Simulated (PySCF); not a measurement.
J couplings in C3H11GeNO

Cartesian coordinates in Å; atom numbers follow the order of the lines, from 1:
```xyz
17

C     1.8408    0.2636    1.0212
C     1.7698   -0.2576   -0.4016
O     1.0764    0.6185   -1.2503
Ge   -0.6726    0.4124   -1.5680
N    -1.7423    0.5425   -0.1044
C    -2.0001   -0.5433    0.8088
H     2.4401   -0.4047    1.6594
H     2.3005    1.2632    1.0355
H     0.8342    0.3490    1.4590
H     2.7925   -0.3762   -0.8031
H     1.3208   -1.2736   -0.4061
H    -0.9770    1.5655   -2.5266
H    -0.8906   -1.0138   -2.1108
H    -1.8322    1.4629    0.3121
H    -3.0193   -0.4838    1.2285
H    -1.2941   -0.6039    1.6611
H    -1.9362   -1.5040    0.2731
```

Indirect spin–spin couplings were computed at B3LYP/pcJ-1 (pcSseg-1 on Ge) (spin–dipole term only in couplings to heteroatoms) (PySCF 2.14) on a PBE0-D3(BJ)/def2-SVP structure, for the isolated molecule, without vibrational or relativistic corrections. Couplings are averaged over pairs made equivalent by symmetry, fast rotation or ring inversion, so a value needn't be that of the named pair in this geometry, while other rotamers aren't included; one pair stands for each set, and the list holds those of at least 1.5 Hz over up to four bonds, among pairs with at least one C or N or H atom (others weren't computed).

Isotopes: $^{13}$C, $^{1}$H, $^{15}$N, $^{17}$O. Couplings to quadrupolar nuclei such as 17O and 33S are rarely resolved in practice.

```json
{"pair": "C1, C2", "bonds": "1", "J (Hz)": "40.0"}
{"pair": "C1, H7", "bonds": "1", "J (Hz)": "?"}
{"pair": "C2, O3", "bonds": "1", "J (Hz)": "22.4"}
{"pair": "C2, H10", "bonds": "1", "J (Hz)": "143.3"}
{"pair": "N5, C6", "bonds": "1", "J (Hz)": "?"}
{"pair": "N5, H14", "bonds": "1", "J (Hz)": "?"}
{"pair": "C6, H15", "bonds": "1", "J (Hz)": "139.2"}
{"pair": "C1, O3", "bonds": "2", "J (Hz)": "?"}
{"pair": "C2, H7", "bonds": "2", "J (Hz)": "-3.4"}
{"pair": "O3, H10", "bonds": "2", "J (Hz)": "-7.5"}
{"pair": "O3, H12", "bonds": "2", "J (Hz)": "-13.9"}
{"pair": "N5, H12", "bonds": "2", "J (Hz)": "-11.6"}
{"pair": "H7, H8", "bonds": "2", "J (Hz)": "?"}
{"pair": "H10, H11", "bonds": "2", "J (Hz)": "-12.8"}
{"pair": "H12, H13", "bonds": "2", "J (Hz)": "29.5"}
{"pair": "H15, H16", "bonds": "2", "J (Hz)": "-12.7"}
{"pair": "C2, H12", "bonds": "3", "J (Hz)": "3.8"}
{"pair": "O3, H7", "bonds": "3", "J (Hz)": "-3.7"}
{"pair": "C6, H12", "bonds": "3", "J (Hz)": "?"}
{"pair": "H7, H10", "bonds": "3", "J (Hz)": "7.9"}
{"pair": "H12, H14", "bonds": "3", "J (Hz)": "?"}
{"pair": "H14, H15", "bonds": "3", "J (Hz)": "7.6"}
```

Estimate the withheld couplings, with signs.

## Answers


- $^{1}J$(C1,H7) = 132.0 Hz (mean over equivalent pairs that range from 128.3 to 135.3 Hz in this conformer)
- $^{1}J$(N5,C6) = -9.3 Hz (bond length 1.442 Å)
- $^{1}J$(N5,H14) = -81.9 Hz (bond length 1.014 Å)
- $^{2}J$(C1,O3) = -3.0 Hz (angle at C2 112°)
- $^{2}J$(H7,H8) = -13.5 Hz
- $^{3}J$(C6,H12) = 4.7 Hz (mean over equivalent pairs that range from 1.7 to 7.8 Hz in this conformer)
- $^{3}J$(H12,H14) = 3.3 Hz (mean over equivalent pairs that range from -1.2 to 7.8 Hz in this conformer)

Relativistic effects of the heavier atoms present are left out.
